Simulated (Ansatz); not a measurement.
The inner images of a band of AlBrH$_{4}$ (6 atoms, charge 0, multiplicity 1) are given out of order.

Theory: Ansatz, RKS B3LYP/def2-SVP.

Image 0:

```xyz
6
Properties=species:S:1:pos:R:3
Al 0.000 0.200 -0.005
H -0.006 0.747 1.490
H 1.370 0.133 -0.804
H -1.375 0.054 -0.787
Br 0.084 -2.543 0.970
H 0.082 -2.124 2.339
```

Image 6:

```xyz
6
Properties=species:S:1:pos:R:3
Al 0.022 -0.632 -0.233
H 0.009 0.293 2.016
H 1.393 0.114 -0.445
H -1.391 0.035 -0.427
Br 0.088 -2.884 0.132
H 0.034 -0.457 2.162
```

**Question.** Put them in order from the first end to the last, with their energies above the first end.
A.
```xyz
6
Properties=species:S:1:pos:R:3
Al 0.021 -0.556 -0.171
H 0.012 0.154 1.937
H 1.386 0.171 -0.480
H -1.386 0.094 -0.464
Br 0.087 -2.781 0.405
H 0.035 -0.613 1.977
```
B.
```xyz
6
Properties=species:S:1:pos:R:3
Al 0.003 0.111 0.022
H 0.004 0.447 1.585
H 1.383 0.148 -0.757
H -1.387 0.068 -0.738
Br 0.087 -2.632 1.011
H 0.066 -1.675 2.082
```
C.
```xyz
6
Properties=species:S:1:pos:R:3
Al 0.018 -0.439 -0.091
H 0.017 0.029 1.845
H 1.390 0.199 -0.544
H -1.392 0.123 -0.528
Br 0.084 -2.678 0.693
H 0.039 -0.766 1.830
```
D.
```xyz
6
Properties=species:S:1:pos:R:3
Al 0.007 -0.015 0.043
H 0.013 0.167 1.667
H 1.404 0.153 -0.670
H -1.407 0.074 -0.652
Br 0.087 -2.635 1.070
H 0.052 -1.276 1.747
```
E.
```xyz
6
Properties=species:S:1:pos:R:3
Al 0.013 -0.223 0.001
H 0.019 0.008 1.742
H 1.404 0.179 -0.619
H -1.406 0.104 -0.600
Br 0.083 -2.623 0.938
H 0.044 -0.977 1.741
```

**Answer.** B (+1.3 kcal/mol), D (+2.6 kcal/mol), E (-4.6 kcal/mol), C (-21.1 kcal/mol), A (-27.7 kcal/mol).

Run time: 63 s on 1 thread of Intel(R) Xeon(R) Platinum 8488C (Sapphire Rapids) (shared host), peak memory 0.16 GiB.
